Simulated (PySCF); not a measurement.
**C₆ coefficients of unlike pairs at TPSS**

Calculated with PySCF 2.14 from the dipole response of each species, C₆(A,B) = (3/π) ∫ α_A(iu) α_B(iu) du, in atomic units, from isotropic polarisabilities. For ions this is the dispersion term alone; charge-induced terms of lower order in 1/R come first.

```csv
species,configuration,basis,relativity,α (bohr³),C₆ (like pair)
Cl⁺,[Ne] 3s2 3p4 (3P),"aug-cc-pV(T+d)Z with one added diffuse shell each of s, p, d, f type (7s6p5d3f)",none,8.730,41.72
Cr³⁺,[Ar] 3d3 (4F),aug-cc-pVTZ-DK (8s7p5d3f2g),spin-free X2C,2.183,5.513
As²⁺,[Ar] 3d10 4s2 4p1 (2P),aug-cc-pwCVDZ-PP with ECP10MDF (6s5p4d1f),core potential,10.38,45.32
Ru,[Kr] 4d7 5s1 (5F),"x2c-TZVPPall with one added diffuse shell each of s, p, d, f type (9s7p7d3f1g)",spin-free X2C,61.42,580.4
```

(1) Estimate C₆ for Cr³⁺ with Cl⁺.

No spin-orbit coupling is included.

The other pairs:

```csv
pair,C₆
"Ru, As²⁺",151.5
"As²⁺, Cr³⁺",14.12
"As²⁺, Cl⁺",43.16
"Ru, Cr³⁺",42.29
"Ru, Cl⁺",139.4
```

## Answers

(1) The integral gives 14.04. The combination rule 2 C_A C_B / (C_A α_B/α_A + C_B α_A/α_B) gives 14.16 and the geometric mean 15.17.
